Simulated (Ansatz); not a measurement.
Ansatz (an electronic-structure program) input (LC-wPBE/def2-TZVPD):

Ansatz 0.2 input:
```yaml
crystal:
  periodic: [false, false, false]
  atoms:
    - {symbol: Cl, position_ang: [2.32471198, -1.35496712, -0.08387089]}
    - {symbol: Si, position_ang: [1.11773851, 0.30499949, 0.24505119]}
    - {symbol: Si, position_ang: [-1.11043660, -0.31045289, -0.14414745]}
    - {symbol: Cl, position_ang: [-2.25480969, 1.40407348, 0.07748454]}
    - {symbol: H, position_ang: [1.59422289, 1.38993402, -0.65326580]}
    - {symbol: H, position_ang: [-1.33684459, -0.84286665, -1.50700453]}
    - {symbol: H, position_ang: [-1.54794419, -1.30552773, 0.85618578]}
basis:
  gaussian:
    orbitals: def2-TZVPD
hamiltonian:
  xc: {name: LC-wPBE}
magnetization: {spin_polarized: true, initial_magnetization: 1}
output: {forces: true}
```

End of the output:

```
integrals: 0.21 GiB planned
1263 factors; their error is unknown
integrals: 0.25 GiB planned
510 factors; integrals over basis functions are off by at most 4.1e-5 eV
0.31 GiB of the device are held for the grids
1.53 GiB of device memory are held for the factors and their scratch space
mean field: 1.05 GiB planned
mean field evaluation 1: about -40839.1438 eV, gradient 1.2e1 eV
mean field evaluation 2: about -40839.9459 eV, gradient 7.7e0 eV
mean field evaluation 4: about -40840.2514 eV, gradient 5.1e-1 eV
mean field evaluation 8: about -40840.2473 eV, gradient 1.0e-1 eV
mean field evaluation 16: about -40840.2475 eV, gradient 3.5e-4 eV
mean field -40840.24753231 eV, -1500.8514142983 hartree, gradient 5.0e-5 eV, S^2 0.755687; 0 other end points of the search recorded, 0 dependent functions left out
the calculation of the forces begins
reference -40840.24753232 eV, -1500.8514142987 hartree; 33, 32 occupied and 172, 173 virtual orbitals, 1263 factors
Total energy: -40840.24753232 eV, -1500.8514142987 hartree
Atom 0 at     2.324712    -1.354967    -0.083871 Å, force    -0.262251     0.367789     0.087303 eV/Å
Atom 1 at     1.117739     0.304999     0.245051 Å, force     0.084212    -0.365141    -0.221686 eV/Å
Atom 2 at    -1.110437    -0.310453    -0.144147 Å, force    -0.038767     0.331095     0.078293 eV/Å
Atom 3 at    -2.254810     1.404073     0.077485 Å, force     0.220828    -0.336964    -0.042409 eV/Å
Atom 4 at     1.594223     1.389934    -0.653266 Å, force    -0.014461    -0.052091     0.071740 eV/Å
Atom 5 at    -1.336845    -0.842867    -1.507005 Å, force     0.017489     0.033841     0.026426 eV/Å
Atom 6 at    -1.547944    -1.305528     0.856186 Å, force    -0.007050     0.021472     0.000333 eV/Å
Dipole moment:    -0.013250    -0.021574    -0.011348 e Å
```

It need not be the lowest isomer of its formula.
